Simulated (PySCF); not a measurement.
C8H9N.
Structure used (GFN2-xTB), in Å, numbered top down from 1:
```
atom  x, y, z in Å
C1     1.8727   -0.9667    0.1235
C2     0.4298   -0.6751    0.4933
C3    -0.5644   -1.0676   -0.5863
C4    -1.7596   -0.1393   -0.4632
C5    -1.4772    0.8024    0.6897
C6    -0.0144    0.7816    0.1947
C7     0.8566    1.8773    0.4243
N8     1.5620    2.7639    0.5948
C9    -0.5306    0.2990   -1.2017
H10    2.0873   -0.6127   -0.8828
H11    2.5502   -0.4698    0.8151
H12    2.0612   -2.0379    0.1627
H13    0.2211   -1.0209    1.5101
H14   -0.6193   -2.0214   -1.0827
H15   -2.7271   -0.3849   -0.8664
H16   -1.6492    0.4431    1.7049
H17   -1.9493    1.7738    0.5539
H18   -0.3583    0.6615   -2.1956
```

PySCF, density fitting, gas phase, GFN2-xTB geometry. The standard run uses grid level 2 after a coarse-grid start, the def2-universal JK fitting basis (with tight functions added where the orbital basis needs them), an energy threshold of 1e-9 Eh and DIIS. The changed runs have no coarse-grid stage.

Standard PBE0/def2-SVPD: E = -364.239366 Eh, HOMO -7.849 eV, LUMO 0.307 eV, dipole 4.389 D, 14 cycles (coarse-grid cycles included). What changes at PBE0/def2-SVPD with: start guess sap, energy threshold 1e-11 Eh?

E = -364.239366 Eh (0.000 mEh), HOMO -7.849 eV (0.000), LUMO 0.307 eV (0.000), dipole 4.389 D (0.000), 21 SCF cycles. The result matches the standard run within 0.02 mEh and 0.003 eV; such settings steer the iterations and don't enter the energy expression.

The cycles:
```
cycle   1  E = -192.6772813670  dE =  1.572e+02  |g| = 1.745e+01  |ddm| = 3.747e+03
cycle   2  E = -182.4812796301  dE =  1.020e+01  |g| = 1.721e+01  |ddm| = 3.828e+03
cycle   3  E = -279.4831694125  dE = -9.700e+01  |g| = 1.348e+01  |ddm| = 8.427e+02
cycle   4  E = -323.6738675949  dE = -4.419e+01  |g| = 8.272e+00  |ddm| = 1.749e+02
cycle   5  E = -308.1983099875  dE =  1.548e+01  |g| = 1.204e+01  |ddm| = 9.378e+01
cycle   6  E = -362.4606696537  dE = -5.426e+01  |g| = 2.500e+00  |ddm| = 7.199e+01
cycle   7  E = -360.4233842794  dE =  2.037e+00  |g| = 2.798e+00  |ddm| = 5.910e+01
cycle   8  E = -363.9417412701  dE = -3.518e+00  |g| = 1.106e+00  |ddm| = 5.699e+01
cycle   9  E = -364.0651842892  dE = -1.234e-01  |g| = 8.822e-01  |ddm| = 3.283e+00
cycle  10  E = -364.2193812247  dE = -1.542e-01  |g| = 2.782e-01  |ddm| = 2.278e+00
cycle  11  E = -364.2364994460  dE = -1.712e-02  |g| = 9.655e-02  |ddm| = 7.137e-01
cycle  12  E = -364.2391164029  dE = -2.617e-03  |g| = 3.136e-02  |ddm| = 3.478e-01
cycle  13  E = -364.2393276891  dE = -2.113e-04  |g| = 1.237e-02  |ddm| = 1.283e-01
cycle  14  E = -364.2393638625  dE = -3.617e-05  |g| = 2.640e-03  |ddm| = 4.658e-02
cycle  15  E = -364.2393653854  dE = -1.523e-06  |g| = 8.259e-04  |ddm| = 1.155e-02
cycle  16  E = -364.2393655372  dE = -1.518e-07  |g| = 2.123e-04  |ddm| = 2.872e-03
cycle  17  E = -364.2393655483  dE = -1.109e-08  |g| = 4.901e-05  |ddm| = 1.040e-03
cycle  18  E = -364.2393655488  dE = -5.214e-10  |g| = 1.852e-05  |ddm| = 1.868e-04
cycle  19  E = -364.2393655489  dE = -7.867e-11  |g| = 6.466e-06  |ddm| = 6.981e-05
cycle  20  E = -364.2393655489  dE = -1.035e-11  |g| = 1.731e-06  |ddm| = 2.390e-05
cycle  21  E = -364.2393655489  dE = -1.023e-12  |g| = 3.851e-07  |ddm| = 6.831e-06
```
